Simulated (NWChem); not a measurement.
System: GeNH$_{2}$Cl$_{2}$F; SMILES [NH2][Ge]([F])([Cl])[Cl]

NWChem input:

```
start job
memory heap 200 mb stack 900 mb global 1100 mb
geometry units angstroms noautoz
  N      1.632461    -0.152055     1.217109
  Ge     0.323466     0.002185    -0.035085
  F      1.055246    -0.017912    -1.615409
  Cl    -0.984645    -1.694342     0.123716
  Cl    -0.812175     1.840279     0.014491
  H      2.056523     0.747791     1.472719
  H      1.291473    -0.617983     2.066390
end
basis spherical
  * library def2-svp
end
dft
  xc xpbe96 cpbe96
  iterations 150
  mulliken
end
task dft energy
```

Geometry: optimised at PBE-D3(BJ)/def2-SVP.

Problem. Give the results of this calculation. (PBE/def2-SVP.) Quantities: energy (Ha); highest occupied level (eV); orbital gap (eV); dipole (D).

Solution. 
- energy (Ha) = -3151.82
- highest occupied level (eV) = -6.97
- orbital gap (eV) = 4.81
- dipole (D) = 3.00
